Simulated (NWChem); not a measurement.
# CH₆SiTe; SMILES [SiH3][Te]C

def2 effective core potentials on Te; no spin-orbit coupling.

Question: Give the equilibrium geometry at PBE0/def2-SVP with def2 effective core potentials on Te (NWChem) as an XYZ file, with the point group.

Answer: point group Cs; any orientation.
```
9

Te    -0.3368     0.4879     0.0241
C      1.7661     1.0084    -0.0057
H      2.2344     0.6253    -0.9206
H      2.2640     0.6085     0.8859
H      1.8176     2.1049     0.0037
Si     0.0828    -1.9726     0.0066
H      0.8693    -2.3992     1.2045
H      0.8300    -2.3892    -1.2195
H     -1.2569    -2.6310     0.0256
```
